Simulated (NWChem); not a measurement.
Two isomers of C3H4F2Si, each optimised at PBE0/def2-SVP with NWChem. Flexible species stand in one conformer each, which need not be the lowest. 

A: FC1=C[C@H](F)[SiH2]1
B: C=C=C[SiH](F)F

Problem. Which is lower in energy, by how much, and how do their other properties compare?

Solution. B is lower by 78.9 kcal/mol in electronic energy; with zero-point energies, B − A = -78.8 kcal/mol.
|  | A | B |
|---|---|---|
| highest occupied level (eV) | -7.86 | -8.00 |
| orbital gap (eV) | 7.48 | 7.26 |
| dipole (D) | 1.31 | 2.66 |
| highest harmonic frequency (cm⁻¹) | 3188 | 3257 |
| zero-point energy (kcal/mol) | 38.5 | 38.6 |
